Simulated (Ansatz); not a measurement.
Ansatz (a quantum-chemistry and plane-wave program) input (PBE/def2-TZVPD):

Ansatz 0.2 input:
```yaml
crystal:
  periodic: [false, false, false]
  atoms:
    - {symbol: Zr, position_ang: [-0.00000000, -0.00000000, -0.35013078]}
    - {symbol: F, position_ang: [0.00000000, 0.00000000, 1.55613679]}
basis:
  gaussian:
    orbitals: def2-TZVPD
hamiltonian:
  xc: {name: PBE}
total_charge: -1
magnetization: {spin_polarized: true, initial_magnetization: 2}
```

Output:

```
Functional definition: PBE
integrals: 0.02 GiB planned
518 factors; their error is unknown
mean field: 0.20 GiB planned
mean field evaluation 1: about -3929.3719 eV, gradient 1.4e2 eV
mean field evaluation 2: about -3810.3617 eV, gradient 2.1e2 eV
mean field evaluation 4: about -3981.1402 eV, gradient 3.3e1 eV
mean field evaluation 8: about -3996.0185 eV, gradient 9.6e-1 eV
mean field evaluation 16: about -3996.0249 eV, gradient 3.5e-4 eV
mean field evaluation 32: about -3996.0249 eV, gradient 2.4e-4 eV
mean field evaluation 64: about -3996.0249 eV, gradient 2.9e-6 eV
mean field evaluation 96: about -3995.1433 eV, gradient 6.1e-1 eV
mean field evaluation 128: about -3995.4847 eV, gradient 7.6e-1 eV
mean field evaluation 160: about -3995.2271 eV, gradient 6.3e-1 eV
mean field evaluation 192: about -3992.6625 eV, gradient 1.2e1 eV
mean field evaluation 224: about -3994.0411 eV, gradient 3.5e0 eV
mean field evaluation 256: about -3995.8148 eV, gradient 6.1e-2 eV
mean field -3996.02493915 eV, -146.8512079109 hartree, gradient 2.8e-6 eV, S^2 2.196952; 21 other end points of the search recorded, 0 dependent functions left out
reference -3996.02496978 eV, -146.8512090365 hartree; 12, 10 occupied and 68, 70 virtual orbitals, 518 factors
Total energy: -3996.02496978 eV, -146.8512090365 hartree
```

This state (charge -1, triplet) is run at the relaxed geometry of the species with charge 0 and multiplicity 4.

The determinant is spin-contaminated: <S^2> is 2.20 against 2.00 for a pure state.
